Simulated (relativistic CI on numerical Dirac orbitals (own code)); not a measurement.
Hyperfine structure of In¹⁰⁺, mass number 115

Method of calculation: Dirac-Coulomb-Breit CI, orbitals from a KLI potential per configuration, a model potential for QED, unscaled Slater integrals (own radial code, finite nucleus).

Configurations in the expansion (outside the closed core [Ar] 3d10): 4s²4p⁶4d³, 4s²4p⁵4d⁴, 4s²4p⁶4d²4f, 4s²4p⁶4d²5s, 4s4p⁶4d⁴, 4s²4p⁶4d²5p, 4s²4p⁶4d4f5s, 4s²4p⁶4d5s5p, 4s²4p⁶4d²5d, 4s4p⁶4d³4f, 4s²4p⁶4d4f², 4s²4p⁶4f³, 4s²4p⁶4f²5s, 4s²4p⁶4f²5p, 4s²4p⁶4f²5d, 4s²4p⁶4d5s², 4s²4p⁶4f5s², 4s²4p⁶5s²5p, 4s²4p⁶5s²5d, 4p⁶4d⁵, 4p⁵4d⁶, 4s²4p⁶4d4f5p, 4s²4p⁶4f5s5p, 4s²4p⁶4f5p², 4s²4p⁶4f5p5d, 4s²4p⁶4d5p², 4s²4p⁶5s5p², 4s²4p⁶5p³, 4s²4p⁶5p²5d. Double excitations out of closed p, d and f shells are left out; levels of such configurations are missing from the list, as are those of other unlisted configurations, and high levels can miss mixing partners. These lack a partner that the ground configuration has and come out too high: 4s4p⁶4d³4f.

Nuclear spin I = 9/2, μ = 5.5326 μN, Q = 0.772 b (tables of Stone and Pyykkö). The electronic factors are computed for point nuclear moments, without core polarisation or the Bohr-Weisskopf and QED corrections.

```tsv
Level	E (cm⁻¹)	A (MHz)	B (MHz)
4s²4p⁶4d³ ⁴F3/2	0.0	3457	-592
4s²4p⁶4d³ ⁴F5/2	4607.8	2071	-534
4s²4p⁶4d³ ⁴F7/2	9472.3	1728	-633
4s²4p⁶4d³ ⁴F9/2	14059.1	1729	-782
4s²4p⁶4d³ ⁴P3/2	21230.4	1814	-983
4s²4p⁶4d³ ⁴P1/2	22535.8	-1670	
4s²4p⁶4d³ ⁴P5/2	28960.0	707.6	1320
4s²4p⁶4d³ ²G7/2	29419.6	2405	814
```

Levels with J = 0, under 50 % of one LS term, or S terms without an open s electron are left out. Small factors come from cancelling terms and can be off by tens of per cent or more.

At this charge energies of transitions that change n are usually good to better than 1 %, and those within a shell (Δn = 0) to a few per cent. Terms inside the open d or f shell come out 10 to 20 % too wide with unscaled integrals.

(1) Give the hyperfine levels of 4s²4p⁶4d³ ⁴F3/2 relative to its centre of gravity.

Results:

(1) With K = F(F + 1) − I(I + 1) − J(J + 1), E = AK/2 + B[¾K(K + 1) − I(I + 1)J(J + 1)]/[2I(2I − 1)J(2J − 1)]: F = 3: -28790, F = 4: -14570, F = 5: 2840, F = 6: 23190 MHz.

LS names give the leading component of a level, which can be under half, so a name can repeat, a term be missing and a line seem to break the LS rules.
